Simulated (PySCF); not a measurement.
PySCF job for C3H7ClSi, SMILES C[SiH2]/C=C/Cl, TDA-PBE/def2-SVPD. The structure is a stationary point at ωB97X-D3(BJ)/def2-SVP. The structure was generated by enumeration; whether it is a known compound was not checked. The values are those of a single conformer.

```python
import numpy as np
from pyscf import gto, scf, dft, tdscf

mol = gto.M(
    atom='''
    C    -2.85874294    0.40589284   -0.77156095
    Si   -1.40706510   -0.78701268   -0.77921575
    C    -0.07160628   -0.22207170    0.40874937
    C     1.15711842    0.08116274   -0.01267968
    Cl    2.42903176    0.62272691    1.03360486
    H    -3.30296544    0.47322970    0.23449917
    H    -3.64501786    0.07498074   -1.46860698
    H    -2.53410344    1.41512286   -1.07021453
    H    -0.79127316   -0.86469168   -2.13863772
    H    -1.87648087   -2.15124346   -0.38954274
    H    -0.28155253   -0.12058977    1.48104292
    H     1.47614963    0.01510859   -1.05785475
    ''',
    basis='def2-SVPD',
    charge=0,
    spin=0,
    max_memory=1600,
    verbose=4,
)
mf = dft.RKS(mol, xc='pbe').density_fit(auxbasis='def2-universal-jkfit')
mf.grids.level = 3
mf.conv_tol = 1e-9
mf.max_cycle = 100
mf.kernel()
mf.grids = dft.Grids(mol).set(level=1).build(with_non0tab=True)  # coarser grid for the response kernel
td = tdscf.TDA(mf)
td.singlet = True
td.nstates = 10
td.conv_tol = 1e-4
td.positive_eig_threshold = 1e-6
td.kernel(x0=td.get_init_guess(mf, 15))
td.analyze()
tt = tdscf.TDA(mf)
tt.singlet = False
tt.nstates = 4
tt.conv_tol = 1e-4
tt.positive_eig_threshold = 1e-6
tt.kernel(x0=tt.get_init_guess(mf, 9))
tt.analyze(verbose=3)
```

Output:

```
PySCF version 2.14.0

[INPUT] verbose = 4
[INPUT] num. atoms = 12
[INPUT] num. electrons = 56
[INPUT] charge = 0
[INPUT] spin (= nelec alpha-beta = 2S) = 0
[INPUT] symmetry False subgroup None
[INPUT] Mole.unit = angstrom
[INPUT] Symbol           X                Y                Z      unit          X                Y                Z       unit  Magmom
[INPUT]  1 C     -2.858742940000   0.405892840000  -0.771560950000 AA   -5.402241217134   0.767026303522  -1.458038883909 Bohr   0.0
[INPUT]  2 Si    -1.407065100000  -0.787012680000  -0.779215750000 AA   -2.658967678434  -1.487238421760  -1.472504359448 Bohr   0.0
[INPUT]  3 C     -0.071606280000  -0.222071700000   0.408749370000 AA   -0.135316257999  -0.419654693017   0.772424362889 Bohr   0.0
[INPUT]  4 C      1.157118420000   0.081162740000  -0.012679680000 AA    2.186636907489   0.153375350119  -0.023961122547 Bohr   0.0
[INPUT]  5 Cl     2.429031760000   0.622726910000   1.033604860000 AA    4.590204774270   1.176783310297   1.953230106419 Bohr   0.0
[INPUT]  6 H     -3.302965440000   0.473229700000   0.234499170000 AA   -6.241700080504   0.894274527010   0.443139207738 Bohr   0.0
[INPUT]  7 H     -3.645017860000   0.074980740000  -1.468606980000 AA   -6.888085474548   0.141693063217  -2.775264976825 Bohr   0.0
[INPUT]  8 H     -2.534103440000   1.415122860000  -1.070214530000 AA   -4.788761472918   2.674194638011  -2.022412356230 Bohr   0.0
[INPUT]  9 H     -0.791273160000  -0.864691680000  -2.138637720000 AA   -1.495289562119  -1.634030457390  -4.041439570464 Bohr   0.0
[INPUT] 10 H     -1.876480870000  -2.151243460000  -0.389542740000 AA   -3.546034922286  -4.065260966662  -0.736129092413 Bohr   0.0
[INPUT] 11 H     -0.281552530000  -0.120589770000   1.481042920000 AA   -0.532057171378  -0.227881638724   2.798765497526 Bohr   0.0
[INPUT] 12 H      1.476149630000   0.015108590000  -1.057854750000 AA    2.789518519578   0.028551097228  -1.999055757070 Bohr   0.0

nuclear repulsion = 250.396804590446
number of shells = 73
number of NR pGTOs = 247
number of NR cGTOs = 167
basis = def2-SVPD
ecp = {}


[settings echo left out]
init E= -867.490545205968
  HOMO = -0.296050412593192  LUMO = -0.10901277141028  gap/eV = 5.08955
cycle= 1 E= -867.320844017244  delta_E= 0.17  |g|= 0.522  |ddm|= 4.73
  HOMO = -0.187324884909834  LUMO = -0.0153792584889483  gap/eV = 4.67888
cycle= 2 E= -867.163589867674  delta_E= 0.157  |g|= 0.885  |ddm|= 1.61
  HOMO = -0.229284298913013  LUMO = -0.0549939022015407  gap/eV = 4.74268
cycle= 3 E= -867.379474328939  delta_E= -0.216  |g|= 0.229  |ddm|= 1.21
  HOMO = -0.237255582011374  LUMO = -0.062946504468766  gap/eV = 4.74319
cycle= 4 E= -867.394927693036  delta_E= -0.0155  |g|= 0.0505  |ddm|= 0.379
  HOMO = -0.237864405377517  LUMO = -0.0621572574348872  gap/eV = 4.78124
cycle= 5 E= -867.395554305096  delta_E= -0.000627  |g|= 0.0192  |ddm|= 0.11
  HOMO = -0.236992772117144  LUMO = -0.0622431983340128  gap/eV = 4.75518
cycle= 6 E= -867.395655363148  delta_E= -0.000101  |g|= 0.00372  |ddm|= 0.0335
  HOMO = -0.236963726877542  LUMO = -0.0620024936013248  gap/eV = 4.76094
cycle= 7 E= -867.395659518979  delta_E= -4.16e-06  |g|= 0.00156  |ddm|= 0.00864
  HOMO = -0.237041532575218  LUMO = -0.0621344900853193  gap/eV = 4.75946
cycle= 8 E= -867.395660179493  delta_E= -6.61e-07  |g|= 0.000431  |ddm|= 0.00309
  HOMO = -0.236999590694665  LUMO = -0.0620906069444036  gap/eV = 4.75952
cycle= 9 E= -867.395660237087  delta_E= -5.76e-08  |g|= 8.79e-05  |ddm|= 0.000963
  HOMO = -0.237004611080289  LUMO = -0.0620969788660219  gap/eV = 4.75948
cycle= 10 E= -867.395660239445  delta_E= -2.36e-09  |g|= 1.81e-05  |ddm|= 0.000257
  HOMO = -0.237004580210499  LUMO = -0.0620971595007407  gap/eV = 4.75947
cycle= 11 E= -867.395660239546  delta_E= -1.01e-10  |g|= 5.08e-06  |ddm|= 5.17e-05
  HOMO = -0.23700474218003  LUMO = -0.0620969300351666  gap/eV = 4.75948
Extra cycle  E= -867.395660239535  delta_E= 1.05e-11  |g|= 6.71e-06  |ddm|= 2.14e-05
converged SCF energy = -867.395660239535
tot grids = 45576
Overwritten attributes  positive_eig_threshold  of <class 'pyscf.tdscf.rks.TDA'>


******** <class 'pyscf.tdscf.rks.TDA'> for <class 'pyscf.df.df_jk.DFRKS'> ********
nstates = 10 singlet
deg_eia_thresh = 1.000e-03
wfnsym = None
conv_tol = 0.0001
eigh lindep = 1e-12
eigh level_shift = 0
eigh max_cycle = 100


Excitation energies (eV)
[5.87779352 5.98848847 6.28646651 6.4023079  6.46907773 6.633131
 6.70808312 6.80047525 7.11853954 7.26727754]

** Singlet excitation energies and oscillator strengths **
Excited State   1:      5.87779 eV    210.94 nm  f=0.0019
      27 -> 29       -0.70448
Excited State   2:      5.98849 eV    207.04 nm  f=0.3808
      23 -> 29       -0.19598
      24 -> 29        0.10710
      28 -> 29       -0.59409
      28 -> 31       -0.20073
Excited State   3:      6.28647 eV    197.22 nm  f=0.0023
      28 -> 30       -0.68087
Excited State   4:      6.40231 eV    193.66 nm  f=0.0013
      25 -> 29        0.17918
      26 -> 29        0.58321
      28 -> 31        0.34394
Excited State   5:      6.46908 eV    191.66 nm  f=0.0051
      24 -> 29       -0.16955
      25 -> 29        0.36764
      26 -> 29        0.20373
      28 -> 30        0.14244
      28 -> 31       -0.50942
Excited State   6:      6.63313 eV    186.92 nm  f=0.0046
      25 -> 29       -0.43115
      26 -> 29        0.24401
      28 -> 31       -0.15518
      28 -> 32       -0.45606
Excited State   7:      6.70808 eV    184.83 nm  f=0.0013
      24 -> 29       -0.57250
      25 -> 29       -0.20218
      28 -> 32        0.32570
Excited State   8:      6.80048 eV    182.32 nm  f=0.0098
      23 -> 29       -0.10593
      24 -> 29       -0.31133
      25 -> 29        0.29240
      26 -> 29       -0.18334
      28 -> 29       -0.16147
      28 -> 31        0.20098
      28 -> 32       -0.40957
Excited State   9:      7.11854 eV    174.17 nm  f=0.0012
      28 -> 33        0.70084
Excited State  10:      7.26728 eV    170.61 nm  f=0.0029
      28 -> 34       -0.69430

** Transition electric dipole moments (AU) **
state          X           Y           Z        Dip. S.      Osc.
  1        -0.0966      0.0595     -0.0238      0.0134      0.0019
  2         1.5219      0.3567      0.3898      2.5954      0.3808
  3        -0.1074     -0.0493     -0.0268      0.0147      0.0023
  4         0.0737     -0.0562     -0.0023      0.0086      0.0013
  5        -0.0682     -0.1653     -0.0052      0.0320      0.0051
  6         0.0758     -0.1503      0.0015      0.0283      0.0046
  7         0.0444     -0.0721      0.0298      0.0081      0.0013
  8         0.1441      0.1889      0.0507      0.0590      0.0098
  9         0.0378     -0.0726     -0.0203      0.0071      0.0012
 10        -0.0921      0.0801     -0.0372      0.0163      0.0029

** Transition velocity dipole moments (imaginary part, AU) **
state          X           Y           Z        Dip. S.      Osc.
  1        -0.0092      0.0027     -0.0054      0.0001      0.0004
  2         0.1539      0.0171      0.0951      0.0330      0.1000
  3         0.0149     -0.0633      0.0003      0.0042      0.0122
  4         0.0006     -0.0032      0.0016      0.0000      0.0000
  5         0.0102      0.0044     -0.0165      0.0004      0.0011
  6         0.0147      0.0114     -0.0068      0.0004      0.0011
  7        -0.0056      0.0123      0.0004      0.0002      0.0005
  8        -0.0220      0.0264      0.0155      0.0014      0.0038
  9         0.0109     -0.0211     -0.0032      0.0006      0.0015
 10        -0.0172      0.0515     -0.0093      0.0030      0.0076

** Transition magnetic dipole moments (imaginary part, AU) **
state          X           Y           Z
  1         0.3458      0.1714      0.3582
  2         0.1100      0.0756     -0.2444
  3        -0.1693      0.0527      0.2118
  4        -0.0150     -0.0084      0.0509
  5        -0.3368      0.1319     -0.0606
  6         0.3978      0.1035     -0.2009
  7         0.4796      0.2292     -0.0543
  8        -0.1676      0.1357      0.2014
  9        -0.0137      0.0612     -0.2703
 10         0.3121     -0.1532     -0.0843


******** <class 'pyscf.tdscf.rks.TDA'> for <class 'pyscf.df.df_jk.DFRKS'> ********
nstates = 4 triplet
deg_eia_thresh = 1.000e-03
wfnsym = None
conv_tol = 0.0001
eigh lindep = 1e-12
eigh level_shift = 0
eigh max_cycle = 100


Excitation energies (eV)
[4.01294045 5.69952409 5.88006837 6.16479301]

** Triplet excitation energies and oscillator strengths **
Excited State   1:      4.01294 eV    308.96 nm  f=0.0000
Excited State   2:      5.69952 eV    217.53 nm  f=0.0000
Excited State   3:      5.88007 eV    210.86 nm  f=0.0000
Excited State   4:      6.16479 eV    201.12 nm  f=0.0000
```

The run converged.
